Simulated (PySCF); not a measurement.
B2H4, charge -1, multiplicity 2. Atoms are numbered in the order given.

```xyz
6

B      0.0000     0.0000     0.8215
B      0.0000     0.0000    -0.8215
H      0.0000     1.0195     1.5014
H      0.0000    -1.0195     1.5014
H      0.0000     1.0195    -1.5014
H      0.0000    -1.0195    -1.5014
```
Charge -1, spin multiplicity 2.

Geometry: r2SCAN-D4/def2-TZVPD.

These are M06-2X/def2-TZVPD (PySCF) values and carry that method's errors.

Mulliken values depend strongly on the basis, most of all with diffuse functions as here. ESP charges are fitted to the potential on shells at 1.4 to 2.0 van der Waals radii. Atomic charges (e):

```csv
atom,ESP fit,Mulliken,Mulliken spin
B1,-0.23,-0.39,0.46
B2,-0.23,-0.39,0.46
H3,-0.13,-0.06,0.02
H4,-0.13,-0.06,0.02
H5,-0.13,-0.06,0.02
H6,-0.13,-0.06,0.02
```
